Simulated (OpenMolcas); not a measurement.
Computed levels of 4d5 in ions with 41 electrons, in cm-1 above 6S 5/2.

```
Program             : OpenMolcas
Method              : CASSCF
Basis               : ANO-R2
Scalar Hamiltonian  : X2C, finite nucleus
Spin-orbit coupling : RASSI with atomic mean-field integrals over the reference wave functions, term energies averaged over their components
```

Active space for each ion: 5 electrons in 10 orbitals (4d 5d).

```json
{"Level": "4G 5/2", "Ru3+": "26943", "Rh4+": "29771", "Ag6+": "34499"}
{"Level": "4G 7/2", "Ru3+": "27165", "Rh4+": "30105", "Ag6+": "35231"}
{"Level": "4G 11/2", "Ru3+": "27280", "Rh4+": "30252", "Ag6+": "35489"}
{"Level": "4G 9/2", "Ru3+": "27312", "Rh4+": "30316", "Ag6+": "35658"}
{"Level": "4P 5/2", "Ru3+": "30416", "Rh4+": "33415", "Ag6+": "38276"}
{"Level": "4P 3/2", "Ru3+": "30825", "Rh4+": "33994", "Ag6+": "39268"}
{"Level": "4P 1/2", "Ru3+": "31378", "Rh4+": "34782", "Ag6+": "40664"}
{"Level": "4D 7/2", "Ru3+": "33461", "Rh4+": "37041", "Ag6+": "43329"}
{"Level": "4D 1/2", "Ru3+": "34041", "Rh4+": "37931", "Ag6+": "45089"}
```

**Question.** Estimate 4G 5/2, 4G 7/2 for Pd5+ from its neighbours Rh4+ and Ag6+.

**Answer.** 4G 5/2 is another term, which grows about linearly with the charge: (29771 + 34499) / 2 = 32135. The calculation gives 31874, so the estimate is off by +0.8 %.
4G 7/2 is another term, which grows about linearly with the charge: (30105 + 35231) / 2 = 32668. The calculation gives 32401, so the estimate is off by +0.8 %.

Mixed levels, with the weight of the term that names them: Ru3+ 4P 5/2 (69 %), Ru3+ 4P 3/2 (74 %), Rh4+ 4P 5/2 (65 %), Rh4+ 4P 3/2 (70 %), Pd5+ 4P 5/2 (60 %), Pd5+ 4P 3/2 (66 %), Ag6+ 4P 5/2 (56 %), Ag6+ 4P 3/2 (63 %).

Without dynamic correlation excited terms often stand tens of per cent too high (terms of higher spin than the ground term too low), and those without a measured partner can miss by more than the paired ones. Active for correlation alone: 5d; no level in the range computed is led by a configuration that fills it, so any true level of that kind is missing. Only configurations of the active space appear.
